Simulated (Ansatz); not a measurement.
Reaction (substitution at a C–Si bond): `COC(O)[SiH3]` + HCl → `COC(O)Cl` + SiH₄

Isolated molecules relaxed with PBE0-D4/def2-TZVP in Ansatz; ΔE leaves out vibrations. CBS: MP2 limit from def2 TZ/QZ plus the TZ coupled-cluster correction, frozen cores. This one scheme is used for every species. One conformer a species, not always the lowest.

```json
{"species": "`COC(O)[SiH3]`", "CCSD(T)/CBS(def2) energy (Eh)": "-520.30692"}
{"species": "HCl", "CCSD(T)/CBS(def2) energy (Eh)": "-460.38127"}
{"species": "`COC(O)Cl`", "CCSD(T)/CBS(def2) energy (Eh)": "-689.22142"}
{"species": "SiH₄", "CCSD(T)/CBS(def2) energy (Eh)": "-291.46306"}
```

**Question.** Work out ΔE.

**Answer.** ΔE = (-689.22142) + (-291.46306) − (-520.30692) − (-460.38127) = 0.00371 Eh = +2.3 kcal/mol.

**Question.** What do rigid-rotor, harmonic-oscillator terms from PBE0-D4/def2-TZVP frequencies (298.15 K, 1 bar) make of the CCSD(T)/CBS value? (Estimate.)

**Answer.** The calculation gave: ΔZPE = +0.7 kcal/mol, ΔH = +2.5 kcal/mol, ΔS = -8 J/(mol·K), ΔG = +3.1 kcal/mol.

Largest T1 diagnostic among the species: 0.012.

At CCSD(T), def2-SVP lies −1.9 kcal/mol from the extrapolated value and def2-TZVPP −0.4 kcal/mol. In def2-TZVPP, CCSD(T) changes the Hartree–Fock value by +2.2 kcal/mol (the triples alone add −0.3 kcal/mol) and MP2 by +1.9 kcal/mol.
